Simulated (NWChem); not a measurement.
Species: SnNH5O; SMILES [SnH2]([OH])[NH2]

```xyz
8

Sn    -0.2757     0.0297     0.0015
N      0.8627    -1.6459    -0.0308
O      0.9708     1.5883    -0.0825
H     -1.1300     0.0726     1.4869
H     -1.2702     0.0257    -1.3940
H      1.4071    -1.7421    -0.8860
H      1.5114    -1.7031     0.7521
H      0.5204     2.4363    -0.0002
```
Atoms are numbered in this order, from 1.

Level: PBE0/def2-SVP with def2 effective core potentials on Sn (NWChem), optimised geometry, unscaled harmonic frequencies. def2 effective core potentials on Sn; no spin-orbit coupling.

| frequency (cm⁻¹) | IR intensity (km/mol) |
|---|---|
| 48 | 59.2 |
| 172 | 42.6 |
| 179 | 55.0 |
| 406 | 60.1 |
| 539 | 121.5 |
| 547 | 4.8 |
| 609 | 113.8 |
| 620 | 87.7 |
| 678 | 97.8 |
| 698 | 114.1 |
| 818 | 67.1 |
| 866 | 31.3 |
| 1542 | 11.7 |
| 1936 | 107.5 |
| 1940 | 205.3 |
| 3558 | 13.7 |
| 3658 | 19.7 |
| 3897 | 46.4 |

```
Quantity                                                                            Value
-----------------------------------------------------------------------  ----------------
zero-point energy                                                           32.5 kcal/mol
thermal correction to the enthalpy at 298.15 K (with zero-point energy)     37.0 kcal/mol
heat capacity Cv                                                         20.4 cal/(mol K)
entropy at 298.15 K and 1 atm (symmetry number 1)                        79.3 cal/(mol K)
```

Rigid rotor and harmonic oscillator; modes under 100 cm⁻¹ make the entropy uncertain.
